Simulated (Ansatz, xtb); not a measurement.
## C5H5ClO: which of two isomers lies lower

Structure I is `ClC1=COC=CC1`, a singlet and structure II is `O=C1C=C[C@H](Cl)C1`, a singlet. Both are isolated molecules in the gas phase, relaxed with B3LYP-D3(BJ)/def2-SVP; the shapes shown needn't be the lowest conformers.

I (Å):

```yaml
atoms:
  - { symbol: C, position_ang: [-1.1565, -0.0898, 0.4452] }
  - { symbol: C, position_ang: [-0.2473, -0.4931, 1.3426] }
  - { symbol: C, position_ang: [1.2039, -1.2128, -0.3311] }
  - { symbol: C, position_ang: [0.3692, -0.8463, -1.3089] }
  - { symbol: C, position_ang: [-0.9734, -0.2131, -1.0418] }
  - { symbol: Cl, position_ang: [-2.6532, 0.6244, 0.9902] }
  - { symbol: O, position_ang: [0.9478, -1.0612, 1.0038] }
  - { symbol: H, position_ang: [-0.3774, -0.4058, 2.4210] }
  - { symbol: H, position_ang: [2.1793, -1.6724, -0.4954] }
  - { symbol: H, position_ang: [0.6785, -1.0154, -2.3425] }
  - { symbol: H, position_ang: [-1.0533, 0.7834, -1.5185] }
  - { symbol: H, position_ang: [-1.7971, -0.8114, -1.4780] }
```

II (Å):

```xyz
12

C    -1.6087   -0.5773    0.0240
C    -0.6968   -0.5842    1.1989
C     0.5835   -0.5967    0.7949
C     0.7164   -0.6208   -0.7042
C    -0.7211   -0.5253   -1.2300
Cl    1.7811    0.7545   -1.2543
O    -2.8158   -0.6064    0.0371
H    -1.0634   -0.5803    2.2261
H     1.4654   -0.5964    1.4389
H     1.2380   -1.5260   -1.0459
H    -0.8967    0.4253   -1.7542
H    -0.9885   -1.3381   -1.9213
```

Problem. Estimate E(II) − E(I) at the level CCSD(T)/def2-SVP + ΔMP2/def2-TZVPP.

Solution. Calculated at CCSD(T)/def2-SVP + ΔMP2/def2-TZVPP: E(II) − E(I) = −79.5 kJ/mol, so structure II lies lower.

How the difference moves with the method:

```
                             level               geometry  E(II) − E(I) (kJ/mol)  departure from the last row (kJ/mol)  job, with rough time for the two
                          GFN2-xTB               GFN2-xTB                   −11.9                                 +67.7              optimisation, 0.21 s
                         HF/STO-3G               GFN2-xTB                   −49.4                                 +30.1              single point, 0.82 s
                r2SCAN-D4/def2-SVP               GFN2-xTB                   −75.5                                  +4.0               single point, 5.3 s
             B3LYP-D3(BJ)/def2-SVP  B3LYP-D3(BJ)/def2-SVP                   −71.2                                  +8.4                optimisation, 72 s
                       HF/def2-SVP  B3LYP-D3(BJ)/def2-SVP                   −86.1                                  −6.5           part of the CCSD(T) run
                      MP2/def2-SVP  B3LYP-D3(BJ)/def2-SVP                   −85.6                                  −6.1           part of the CCSD(T) run
                  CCSD(T)/def2-SVP  B3LYP-D3(BJ)/def2-SVP                   −79.7                                  −0.2                      single point
CCSD(T)/def2-SVP + ΔMP2/def2-TZVPP  B3LYP-D3(BJ)/def2-SVP                   −79.5                                                      single point, 76 s
```

As drawn, II has 1 C=O, 2 C–C in place of 1 C=C, 2 C–O. Structure I has a 6-membered ring, II a 5-membered ring.

The levels shown agree on the order. The largest departure from CCSD(T)/def2-SVP + ΔMP2/def2-TZVPP is that of GFN2-xTB, 67.7 kJ/mol. The last row adds to CCSD(T) the change of the MP2 difference between the two basis sets, here +0.2 kJ/mol.

With thermal terms from frequencies at re-optimised GFN2-xTB minima (ideal gas, soft modes damped towards free rotors, one conformer each, 298.15 K, 1 atm): on the last row, ΔE + ΔZPE = −80.6, ΔH = −80.4, ΔG = −81.3 kJ/mol.

The correlated steps freeze 11 core orbitals. Mirror images aren't counted in ΔG. Codes used: Ansatz 0.2.0, xtb 6.7.1; the last row on 2 threads of Intel(R) Xeon(R) Processor @ 2.70GHz on a shared host.
